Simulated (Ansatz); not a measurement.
Molecule: CCl2F, net charge 1, singlet state. SMILES of the parent species: F[C](Cl)Cl
Geometry from a B3LYP-D3(BJ)/def2-TZVP (Ansatz, a first-principles code) optimisation:
```xyz
4

F     -0.0451     1.5652     0.0188
C     -0.0086     0.2968     0.0036
Cl     1.4588    -0.4250    -0.0038
Cl    -1.4319    -0.5084    -0.0074
```
Charge +1, spin multiplicity 1.

Q: Give the harmonic wavenumbers at B3LYP-D3(BJ)/def2-TZVP (Ansatz, finite differences of forces, unscaled).

A: 328, 444, 598, 648, 1134, 1365 cm⁻¹. Zero-point energy 6.5 kcal/mol.

Q: From these and the geometry, give the ideal-gas thermochemistry at 298.15 K and 1 atm (rigid rotor, harmonic oscillator).

A: Point group C2v, rotational symmetry number 2. Rotational constants 8.009, 3.409, 2.391 GHz. S(trans) 39.77, S(rot) 24.62, S(vib) 2.98, S(elec, spin only) 0.00, S 67.4 cal/(mol K). H(298) - H(0) 2.99 kcal/mol; G - E(el) -10.6 kcal/mol.
